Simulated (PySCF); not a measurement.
A calculated (TPSSh, PySCF 2.14, ANO-RCC-VTZP, scalar relativity by spin-free X2C-1e) atom or ion has these occupied shells.

| shell | electrons | orbital energy (eV) | rms radius, mean of both spins (bohr) |
| --- | --- | --- | --- |
| 1s α | 1 | -1536.5 | 0.139 |
| 1s β | 1 | -1536.4 | 0.139 |
| 2s α | 1 | -123.33 | 0.681 |
| 2s β | 1 | -123.11 | 0.681 |
| 2p α | 3 | -83.256 | 0.675 |
| 2p β | 3 | -82.953 | 0.675 |
| 3p α | 2 | -11.340 | 3.00 |

(1) Name the element and its charge.

Results:

(1) Al⁺ (aluminium, charge +1), in [Ne] 3p2, high-spin 3P determinant (an excited configuration).
